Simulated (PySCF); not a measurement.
Identify the unknown among the candidates.

All candidates are C8H13N.

| technique | computed result |
| --- | --- |
| NMR, other nuclei | isotropic shieldings of nuclei other than C and H, by class: 202 (1 N) ppm [GIAO PBE0/pcSseg-1] |
| Rotational structure | rotational constants A, B, C: 4.438, 1.052, 0.890 GHz [GFN2-xTB] |
| Dipole | 0.69 D [PBE0/pcSseg-1] |
| 13C NMR | chemical shifts (computed TMS as zero) by class: 135.1 (2 C), 63.1 (2 C), 60.5 (1 C), 28.6 (2 C), 14.9 (1 C) ppm [GIAO PBE0/pcSseg-1] |
| 1H NMR | chemical shifts (computed TMS as zero) by class: 5.86 (2 H), 3.68 (4 H), 2.97 (1 H), 2.04 (2 H), 2.00 (2 H), 1.89 (1 H), 1.86 (1 H) ppm [GIAO PBE0/pcSseg-1] |

Electronic properties: PySCF, gas phase, density fitting. Levels stand in brackets. The structure is a single GFN2-xTB conformer in the gas phase; no vibrational or solvent corrections. Each NMR value is the plain mean over a class of atoms that symmetry, rotation or inversion makes alike.

Task: Which candidate is it?
A. `C1=CCN(C2CCC2)C1`
B. `[H]/N=C1/C=CC[C@@H]1CCC`
C. `C1CC(=NC2CCC2)C1`

Result: A. It is `C1=CCN(C2CCC2)C1`. Numbering: `[CH:1]1=[CH:2][CH2:3][N:4]([CH:5]2[CH2:6][CH2:7][CH2:8]2)[CH2:9]1`. Its formula, C8H13N, gives 3 degrees of unsaturation: 2 rings and 1 π bond in the structure found. 8 carbons fall into 5 classes; from least to most shielded: alkene CH carbon [C1/C2] (135.1 ppm, 2 C), ring sp3 carbon bound to nitrogen [C3/C9] (63.1 ppm, 2 C), ring sp3 carbon bound to nitrogen [C5] (60.5 ppm), four-membered-ring carbon [C6/C8] (28.6 ppm, 2 C), four-membered-ring carbon [C7] (14.9 ppm). Hydrogen classes from least to most shielded: 2 H on 2 alkene CH carbons, C1/C2 (5.86 ppm), 4 H on 2 like atoms (sp3 carbon bound to nitrogen), C3/C9 (3.68 ppm, a mean of values up to 0.9 ppm apart in this geometry), 1 H on an sp3 carbon bound to nitrogen, C5 (2.97 ppm), 2 H on 2 four-membered-ring carbons, C6/C8 (2.04 ppm), 2 H on 2 four-membered-ring carbons, C6/C8 (2.00 ppm), 1 H on a four-membered-ring carbon, C7 (1.89 ppm), 1 H on a four-membered-ring carbon, C7 (1.86 ppm). The other shieldings belong to: 202 ppm, tertiary amine nitrogen [N4]. The optimised geometry has point group Cs and is an asymmetric top.

The others, at the same levels:
- `[H]/N=C1/C=CC[C@@H]1CCC` fails: it has 8 carbon classes against 5; its computed 13C shifts are 192.1 (1 C), 159.2 (1 C), 144.7 (1 C), 46.4 (1 C), 42.9 (1 C), 42.5 (1 C), 27.2 (1 C), 17.2 (1 C) ppm, 1H shifts are 10.39 (1 H), 7.12 (1 H), 6.54 (1 H), 2.86 (1 H), 2.22 (1 H), 1.96 (1 H), 1.47 (1 H), 1.44 (1 H), 1.23 (1 H), 1.08 (3 H), 0.90 (1 H) ppm and rotational constant A is 3.003 GHz (against 4.438 GHz).
- `C1CC(=NC2CCC2)C1` fails: it has 7 carbon classes against 5; its computed 13C shifts are 173.6 (1 C), 54.2 (1 C), 39.6 (1 C), 35.1 (1 C), 31.8 (2 C), 15.4 (1 C), 13.1 (1 C) ppm, 1H shifts are 3.96 (1 H), 2.99 (2 H), 2.69 (2 H), 2.42 (2 H), 2.25 (2 H), 1.93 (1 H), 1.88 (2 H), 1.85 (1 H) ppm and rotational constant A is 4.931 GHz (against 4.438 GHz).

Each candidate is one conformer, not necessarily the lowest. Dipoles, sizes and rotational constants follow the conformer. The torsions of the flexible species, by atom-mapped SMILES:
- `[H]/[N:9]=[C:8]1\[C@@H:4]([CH2:3][CH2:2][CH3:1])[CH2:5][CH:6]=[CH:7]1`: C1–C2–C3–C4 179°, C2–C3–C4–C5 72°
- `[CH2:1]1[CH2:2][C:3](=[N:4][CH:5]2[CH2:6][CH2:7][CH2:8]2)[CH2:9]1`: C3–N4–C5–C6 -172°

The conformers of `C1=CCN(C2CCC2)C1` aren't listed.
